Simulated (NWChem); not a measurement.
# Basis-set convergence for H3AlF2S

SMILES: S.[F][AlH][F]
```xyz
7

Al    -0.6494     0.6779     0.0000
H     -0.4155     2.2326     0.0000
F     -1.1186    -0.0946     1.4111
F     -1.1186    -0.0946    -1.4111
S      1.6574    -0.4270     0.0000
H      1.2371    -1.2553     0.9842
H      1.2371    -1.2553    -0.9842
```
Charge 0, spin multiplicity 1.

Everything below was run with NWChem. The geometry was optimised at PBE0/def2-SVP, a minimum by its harmonic frequencies.

Quantity: first vertical ionisation energy at the level G0W0@PBE0.

GW and range-separated runs recompute their integrals, the others keep them in memory, which bears on the times. The structure started from a generated list of species.

Relative cost: rough, from shared machines, SCF included, def2-SVP = 1.

```tsv
basis	functions	first vertical ionisation energy (eV)	relative cost
def2-SVP	79	(withheld)	1
def2-SVPD	121	(withheld)	3
def2-TZVP	154	(withheld)	6
def2-TZVPP	188	11.38	9
```

Task: Some entries are withheld; supply them.

Result: 
- def2-SVP, first vertical ionisation energy (eV): 11.03
- def2-SVPD, first vertical ionisation energy (eV): 11.11
- def2-TZVP, first vertical ionisation energy (eV): 11.28
